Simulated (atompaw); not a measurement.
# Before and after: PAW (atompaw) potential for magnesium

```
Element                 : magnesium
Generator               : atompaw 4.2.0.5
Type                    : PAW
Functional              : LDA (PW92)
Relativity              : scalar-relativistic
Frozen core             : [He]
Valence charge          : 10
Reference configuration : 2s2 2p6 3s0 3p0 (charge +2)
Partial waves           : 2s (bound): rc 0.90 bohr; 3s (bound, empty): rc 1.45 bohr; 2p (bound): rc 0.90 bohr; 3p (bound, empty): rc 1.40 bohr; 3d channel at 0.45 Ry: rc 1.45 bohr
Local potential         : troulliermartins scheme with l = 3 at -0.5 Ry, radius 1.10 bohr
Core correction         : smooth core density matched at 0.80 bohr
Augmentation charge     : gaussian compensation charge, radius 1.35 bohr; PAW radius 1.45 bohr; waves and projectors: custom polynom vanderbiltortho
```

Change: all radii scaled by about 1.13 (s 1.02, p 1.02, d 1.64 bohr); local potential troulliermartins scheme with l = 3 at -0.5 Ry, radius 1.24 bohr; augmentation gaussian compensation charge, radius 1.52 bohr; PAW radius 1.64 bohr; waves and projectors: custom polynom vanderbiltortho; core correction smooth core density matched at 0.90 bohr.

Cutoffs: the cutoffs (Ry, on a coarse ladder) from which the occupation-weighted sum of valence levels, in a spherical-Bessel basis at the reference potential, stays within 10 and 1 mRy of its value at 400 Ry; they do not see the model core or the augmentation charge, which bear on the density cutoff.

**Question.** What does the change do?

**Answer.** The potential gets softer (140 Ry and 180 Ry → 100 Ry and 140 Ry); neither file shows a bound ghost. A larger radius leaves more room for a smooth pseudo-wave, so fewer plane waves are needed.

| quantity | base | changed |
| --- | --- | --- |
| cutoff, loose | 140 Ry | 100 Ry |
| cutoff, tight | 180 Ry | 140 Ry |
| loose cutoff by channel (10 mRy a level) | s 45 Ry, p 80 Ry | s 40 Ry, p 70 Ry |
| bound ghosts | none | none |
| lowest overlap eigenvalue by channel | s 0.62, p 0.54, d 1.00 | s 0.57, p 0.58, d 1.00 |

 The cutoffs see the waves, projectors and local potential, not the compensation charge or the core.
